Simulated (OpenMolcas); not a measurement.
**C⁺: effect of the basis set**

* Program: OpenMolcas 26.06
* Method: MS-CASPT2, IPEA 0.25 Eh, imaginary shift 0.1 Eh (closed shells correlated: 1s)
* Active space: 3 electrons in 8 orbitals (2s 2p 3s 3p)
* State averaging: 2S+1 = 4 odd, 1 root; 2S+1 = 2 odd, 11 roots; 2S+1 = 4 even, 3 roots; 2S+1 = 2 even, 9 roots
* Spin-orbit coupling: RASSI with atomic mean-field integrals over the reference wave functions, term energies averaged over their components

A. ANO-RCC-VTZP [4s3p2d1f], DKH2, point nucleus; CASPT2 step about 5 core-seconds
B. ANO-R2 [4s4p2d1f], X2C, finite nucleus; CASPT2 step roughly 7 core-seconds
C. ANO-RCC-VQZP [5s4p3d2f1g], DKH2, point nucleus; CASPT2 step of the order of 8 core-seconds
D. ANO-RCC [8s8p4d3f2g], DKH2, point nucleus; CASPT2 step of the order of 14 core-seconds

Energies in cm⁻¹ above 2s² 2p ²P°_1/2, the measured ground level; measured values from NIST Handbook of Basic Atomic Spectroscopic Data.

```json
{"Level": "2s² 2p ²P°_1/2", "A": "0.0", "B": "0.0", "C": "0.0", "D": "0.0", "Measured": "0.0"}
{"Level": "2s² 2p ²P°_3/2", "A": "59.2", "B": "58.4", "C": "59.9", "D": "59.5", "Measured": "63.4"}
{"Level": "2s 2p² ⁴P_1/2", "A": "41710", "B": "41940", "C": "42020", "D": "42260", "Measured": "43003"}
{"Level": "2s 2p² ⁴P_3/2", "A": "41730", "B": "41960", "C": "42040", "D": "42280", "Measured": "43025"}
{"Level": "2s 2p² ⁴P_5/2", "A": "41770", "B": "42000", "C": "42080", "D": "42320", "Measured": "43054"}
{"Level": "2s 2p² ²D_3/2", "A": "74880", "B": "75060", "C": "74490", "D": "74600", "Measured": "74933"}
{"Level": "2s 2p² ²D_5/2", "A": "74880", "B": "75070", "C": "74490", "D": "74610", "Measured": "74930"}
{"Level": "2s 2p² ²S_1/2", "A": "97170", "B": "97200", "C": "96560", "D": "96820", "Measured": "96494"}
{"Level": "2s 2p² ²P_1/2", "A": "111930", "B": "111940", "C": "111300", "D": "111400", "Measured": "110624"}
{"Level": "2s 2p² ²P_3/2", "A": "111970", "B": "111990", "C": "111340", "D": "111440", "Measured": "110666"}
```

Deviations, from unrounded energies. A percentage is the sum of absolute deviations over the sum of measured energies, with the sign that they share, or ± where signs differ.

```
                  Against measurement  Levels     A     B     C     D
       mean absolute deviation (cm-1)       9   810   760   580   530
fine structure of the ground term (%)       1  -6.6  -8.0  -5.5  -6.2
             other configurations (%)       8  ±1.2  ±1.1  ±0.9  ±0.8
```

D lies closest to measurement on these levels and A furthest from it. The largest miss of D in the table is 2s 2p² ²P_3/2, by +780 cm-1. The ranking rests on the paired levels alone, and a cruder setting can come out closer through cancelling errors.

Among A to D the level of the table that moves most is 2s 2p² ²S_1/2, by 650 cm-1 (lowest in C, highest in B). Moves below CASPT2's spread within the term are not significant.

The run also gave levels led by 2s² 3p, which use shells meant for correlation; these and all levels above them are left out. Computed and measured levels are paired by configuration, term and J; levels that our copy of the source lacks, or whose pairing is in doubt (as where it misses far off the trend of its configuration), stay unpaired and out of the deviations. Levels of configurations outside the active space are missing. Levels that lie high or do not pair safely by name in every column are left out.

° marks odd parity.
